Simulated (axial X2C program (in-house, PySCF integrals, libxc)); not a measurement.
**Outer orbitals of CdH⁻ at 1.956 Å, r2SCAN0**

Computed with an in-house relativistic program for diatomic molecules. Spin-free means the one-electron spin-free X2C Hamiltonian; two-component (2c) means X2C with spin–orbit coupling and atomic mean-field two-electron Coulomb and Gaunt terms, so the difference of the two also holds small scalar two-electron terms. Basis: Cd dyall-acv3z [13s13p9d5f3g], H dyall-av3z [7s3p2d] (cores contracted in-house); Gaussian nuclei, density fitting, unrestricted open shells. Masses: Cd 113.903 u, H 1.008 u.

The distance is close to the 2c PBE0 minimum; the highest filled and lowest empty levels are listed.

Spin-free orbitals, state M_S = 0, Λ = 0 (closed shell) (Löwdin shares):

| symmetry | occupied | ε (eV) | atomic character |
| --- | --- | --- | --- |
| δ+α | yes | -9.06 | 100% Cd d |
| δ-α | yes | -9.06 | 100% Cd d |
| σα | yes | -9.01 | 97% Cd d, 2% H s |
| π+α | yes | -8.89 | 99% Cd d |
| π-α | yes | -8.89 | 99% Cd d |
| σα | yes | -3.02 | 49% H s, 42% Cd s, 3% Cd p |
| σα | yes | 0.43 | 44% Cd p, 29% Cd s, 17% H s |
| σα | no | 2.18 | 97% Cd p |
| π-α | no | 2.21 | 100% Cd p |
| π+α | no | 2.21 | 100% Cd p |
| σα | no | 2.72 | 97% Cd s |

One partner of each degenerate Kramers or spin pair is listed. The highest filled level is positive, so this functional does not bind it, and the empty levels of an anion are set by the basis.

Spinors with spin–orbit coupling (state Ω = 0):

| ω | occupied | ε (eV) | atomic character | λ mixture |
| --- | --- | --- | --- | --- |
| 3/2 | yes | -9.45 | 100% Cd d | 86% δ, 14% π |
| 1/2 | yes | -9.36 | 98% Cd d | 52% π, 48% σ |
| 5/2 | yes | -8.80 | 100% Cd d | 100% δ |
| 1/2 | yes | -8.70 | 98% Cd d | 52% σ, 48% π |
| 3/2 | yes | -8.66 | 99% Cd d | 86% π, 14% δ |
| 1/2 | yes | -3.02 | 49% H s, 42% Cd s, 3% Cd p | 100% σ |
| 1/2 | yes | 0.43 | 44% Cd p, 29% Cd s, 17% H s | 100% σ |
| 1/2 | no | 2.19 | 97% Cd p | 100% σ |
| 1/2 | no | 2.21 | 100% Cd p | 100% π |
| 3/2 | no | 2.21 | 100% Cd p | 100% π |
| 1/2 | no | 2.72 | 97% Cd s | 100% σ |

One partner of each degenerate Kramers or spin pair is listed. The highest filled level is positive, so this functional does not bind it, and the empty levels of an anion are set by the basis.

Mulliken charges and populations of the two-component result (they depend on the basis, above all on diffuse functions):

Cd -0.46 e (s 9.75 p 18.70 d 20.01), H -0.54 e (s 1.49 p 0.04).

One determinant describes the state; a PBE0 search over occupations chose it and may have missed a lower one. The highest occupied level of some functionals is positive through self-interaction error; at Hartree–Fock it is bound.
